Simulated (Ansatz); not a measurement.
Input file for Ansatz (a first-principles code): R-CCSD(T)/cc-pV(T+d)Z on SO2 (SMILES O=S=O). The basis file is the Basis Set Exchange's JSON of that set.

Ansatz 0.2 input:
```yaml
crystal:
  periodic: [false, false, false]
  atoms:
    - {symbol: S, position_ang: [-0.00000000, -0.00000000, 0.48775336]}
    - {symbol: O, position_ang: [0.00000000, 1.23858797, -0.24382668]}
    - {symbol: O, position_ang: [0.00000000, -1.23858797, -0.24382668]}
basis:
  gaussian:
    orbitals: cc-pV_T+d_Z.json
magnetization: {spin_polarized: false}
correlation: {method: ccsd_t, electrons: outside_noble_gas}
scf: {lower_state_search: off}
```

Output:

```
WARN ansatz: RAYON_NUM_THREADS=1 ignored (pool sized by the plan → 1); use --threads N
Functional definition: HF
these checks for a lower state are left out or cut short: stability, starts, cluster_reference, orbital_swaps, neighbouring_geometries, increment
integrals: 0.10 GiB planned
608 factors; integrals over basis functions are off by at most 7.3e-4 eV
mean field: 0.16 GiB planned
mean field evaluation 1: about -14889.1680 eV, gradient 4.5e1 eV
mean field evaluation 2: about -14889.1827 eV, gradient 4.5e1 eV
mean field evaluation 4: about -14892.8066 eV, gradient 2.7e0 eV
mean field evaluation 8: about -14892.8340 eV, gradient 3.0e-4 eV
mean field -14892.83396302 eV, -547.3015534155 hartree, gradient 1.7e-6 eV, S^2 0.000000; 0 other end points of the search recorded, 0 dependent functions left out
7 core orbitals not correlated
reference -14892.83396302 eV, -547.3015534155 hartree; 9, 9 occupied and 83, 83 virtual orbitals, 608 factors
second order -17.91951412 eV of doubles, -0.00000000 eV of singles
coupled cluster: 0.25 GiB planned
cycle   1  -16.95088969 eV  change    9.7e-1 eV  update   1.4e-1
cycle   2  -17.59239424 eV  change   -6.4e-1 eV  update   5.4e-2
cycle   3  -17.75125292 eV  change   -1.6e-1 eV  update   2.2e-2
cycle   4  -17.72311017 eV  change    2.8e-2 eV  update   6.1e-3
cycle   5  -17.72317406 eV  change   -6.4e-5 eV  update   2.6e-3
cycle   6  -17.72365092 eV  change   -4.8e-4 eV  update   6.6e-4
cycle   7  -17.72294587 eV  change    7.1e-4 eV  update   2.2e-4
cycle   8  -17.72297953 eV  change   -3.4e-5 eV  update   7.2e-5
cycle   9  -17.72299085 eV  change   -1.1e-5 eV  update   2.5e-5
cycle  10  -17.72297247 eV  change    1.8e-5 eV  update   9.1e-6
perturbative correction -0.92097214 eV, -0.0338451017 hartree
Total energy: -14911.47790762 eV, -547.9867057424 hartree
Checks for a lower state left out: stability, starts, cluster_reference, orbital_swaps, neighbouring_geometries, increment
```

The run converged.

Cost: around 2.1 core-seconds (rough).
